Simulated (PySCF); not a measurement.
## How methods differ on the excitation energy of Xe⁺

Xe⁺ [Kr] 4d10 5s2 5p5 (2P) → Xe⁺ [Kr] 4d10 5s2 5p4 5d1 (high-spin determinant), as a difference of total energies. Calculation: PySCF 2.14, in aug-cc-pVTZ-PP with one added diffuse shell each of d, f type with ECP28MDF (6s5p5d3f, 67 functions); a scalar-relativistic core potential. Correlated levels: valence: 4s2 4p6 4d10 frozen. The calculations carry no spin-orbit coupling.

| method | excitation energy (cm⁻¹) |
| --- | --- |
| UHF | 90554 |
| MP2 (valence) | 94723 |
| SCS-MP2 (valence) | 95457 |
| CCSD (valence) | 94101 |
| CCSD(T) (valence) | 93933 |

The promoted electron is Rydberg-like, and one or two diffuse shells describe it only roughly, which tends to raise the upper state.

The determinant of the upper state mixes LS terms, which raises its energy above the lowest term, most at the Hartree-Fock and MP2 levels.
